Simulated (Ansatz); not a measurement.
Reaction (β-hydride elimination): `CC[Si]1(F)C=N1` → `F[SiH]1C=N1` + `C=C`

Computed with Ansatz on PBE0-D4/def2-TZVP structures; ΔE is electronic, products minus reactants. CCSD(T)/CBS is the MP2 limit (def2-TZVPP, def2-QZVPP) plus CCSD(T) − MP2 in def2-TZVPP, frozen cores. This one scheme is used for every species. Functionals use def2-TZVPP. B3LYP here is the variant with VWN-RPA as its local correlation; programs differ in this. HSE06 is defined as in plane-wave codes. Each species was taken in one conformer, which may not be the lowest.

```json
{"level": "LDA (SPW92)", "ΔE (kcal/mol)": "46.2", "difference from CCSD(T)/CBS": "10.1"}
{"level": "PBE-D4", "ΔE (kcal/mol)": "38.6", "difference from CCSD(T)/CBS": "2.5"}
{"level": "revPBE-D4", "ΔE (kcal/mol)": "37.7", "difference from CCSD(T)/CBS": "1.6"}
{"level": "BLYP-D4", "ΔE (kcal/mol)": "32.4", "difference from CCSD(T)/CBS": "-3.7"}
{"level": "r2SCAN-D4", "ΔE (kcal/mol)": "38.9", "difference from CCSD(T)/CBS": "2.8"}
{"level": "B97M-V", "ΔE (kcal/mol)": "37.6", "difference from CCSD(T)/CBS": "1.5"}
{"level": "PBE0-D4", "ΔE (kcal/mol)": "41.0", "difference from CCSD(T)/CBS": "4.9"}
{"level": "r2SCAN0-D4", "ΔE (kcal/mol)": "40.8", "difference from CCSD(T)/CBS": "4.7"}
{"level": "HSE06-D4", "ΔE (kcal/mol)": "40.9", "difference from CCSD(T)/CBS": "4.8"}
{"level": "BHLYP-D4", "ΔE (kcal/mol)": "37.3", "difference from CCSD(T)/CBS": "1.2"}
{"level": "CAM-B3LYP-D4", "ΔE (kcal/mol)": "37.0", "difference from CCSD(T)/CBS": "0.9"}
{"level": "ωB97X-V", "ΔE (kcal/mol)": "39.2", "difference from CCSD(T)/CBS": "3.1"}
{"level": "ωB97M-V", "ΔE (kcal/mol)": "37.7", "difference from CCSD(T)/CBS": "1.6"}
{"level": "B2PLYP", "ΔE (kcal/mol)": "33.8", "difference from CCSD(T)/CBS": "-2.3"}
{"level": "PBE-QIDH", "ΔE (kcal/mol)": "41.0", "difference from CCSD(T)/CBS": "4.9"}
{"level": "revPBE", "ΔE (kcal/mol)": "31.7", "difference from CCSD(T)/CBS": "-4.4"}
{"level": "r2SCAN", "ΔE (kcal/mol)": "38.2", "difference from CCSD(T)/CBS": "2.1"}
{"level": "PBE0", "ΔE (kcal/mol)": "38.8", "difference from CCSD(T)/CBS": "2.7"}
{"level": "B3LYP", "ΔE (kcal/mol)": "31.2", "difference from CCSD(T)/CBS": "-4.9"}
{"level": "r2SCANh", "ΔE (kcal/mol)": "38.9", "difference from CCSD(T)/CBS": "2.8"}
{"level": "HSE06", "ΔE (kcal/mol)": "38.9", "difference from CCSD(T)/CBS": "2.8"}
{"level": "BHLYP", "ΔE (kcal/mol)": "34.2", "difference from CCSD(T)/CBS": "-1.9"}
{"level": "CAM-B3LYP", "ΔE (kcal/mol)": "34.7", "difference from CCSD(T)/CBS": "-1.4"}
{"level": "LC-ωPBE", "ΔE (kcal/mol)": "41.1", "difference from CCSD(T)/CBS": "5.0"}
{"level": "RPA@PBE/def2-TZVPP", "ΔE (kcal/mol)": "33.7", "difference from CCSD(T)/CBS": "-2.4"}
{"level": "HF/def2-SVP", "ΔE (kcal/mol)": "31.6", "difference from CCSD(T)/CBS": "-4.5"}
{"level": "MP2/def2-SVP", "ΔE (kcal/mol)": "38.4", "difference from CCSD(T)/CBS": "2.3"}
{"level": "CCSD/def2-SVP", "ΔE (kcal/mol)": "35.0", "difference from CCSD(T)/CBS": "-1.1"}
{"level": "CCSD(T)/def2-SVP", "ΔE (kcal/mol)": "34.9", "difference from CCSD(T)/CBS": "-1.2"}
{"level": "HF/def2-TZVPP", "ΔE (kcal/mol)": "29.0", "difference from CCSD(T)/CBS": "-7.1"}
{"level": "MP2/def2-TZVPP", "ΔE (kcal/mol)": "38.7", "difference from CCSD(T)/CBS": "2.6"}
{"level": "SCS-MP2/def2-TZVPP", "ΔE (kcal/mol)": "35.4", "difference from CCSD(T)/CBS": "-0.7"}
{"level": "CCSD/def2-TZVPP", "ΔE (kcal/mol)": "35.5", "difference from CCSD(T)/CBS": "-0.6"}
{"level": "CCSD(T)/def2-TZVPP", "ΔE (kcal/mol)": "35.7", "difference from CCSD(T)/CBS": "-0.4"}
{"level": "HF/def2-QZVPP", "ΔE (kcal/mol)": "28.8", "difference from CCSD(T)/CBS": "-7.3"}
{"level": "MP2/def2-QZVPP", "ΔE (kcal/mol)": "38.8", "difference from CCSD(T)/CBS": "2.7"}
{"level": "SCS-MP2/def2-QZVPP", "ΔE (kcal/mol)": "35.6", "difference from CCSD(T)/CBS": "-0.5"}
{"level": "HF/CBS(def2)", "ΔE (kcal/mol)": "28.8", "difference from CCSD(T)/CBS": "-7.3"}
{"level": "MP2/CBS(def2)", "ΔE (kcal/mol)": "39.1", "difference from CCSD(T)/CBS": "3.0"}
{"level": "CCSD/CBS(def2)", "ΔE (kcal/mol)": "35.8", "difference from CCSD(T)/CBS": "-0.3"}
{"level": "CCSD(T)/CBS", "ΔE (kcal/mol)": "36.1", "difference from CCSD(T)/CBS": "0"}
```

Q: What do rigid-rotor, harmonic-oscillator terms from PBE0-D4/def2-TZVP frequencies (298.15 K, 1 bar) make of the CCSD(T)/CBS value? (Best estimate.)

A: Computed: ΔZPE = -4.2 kcal/mol, ΔH = +32.4 kcal/mol, ΔS = 147 J/(mol·K), ΔG = +21.9 kcal/mol.

Largest T1 diagnostic among the species: 0.014.

From r2SCAN to r2SCAN0 (25 % exact exchange), in def2-TZVPP and without D4, ΔE moves by +1.8 kcal/mol. Leaving LDA and LC-ωPBE aside and taking each functional with its dispersion term where it has one, the values spread over 8.7 kcal/mol, from BLYP-D4 to PBE0-D4. LDA lies +10.1 kcal/mol from PBE without D4. In def2-TZVPP, CCSD(T) changes the Hartree–Fock value by +6.7 kcal/mol (the triples alone add +0.3 kcal/mol) and MP2 by +9.7 kcal/mol.
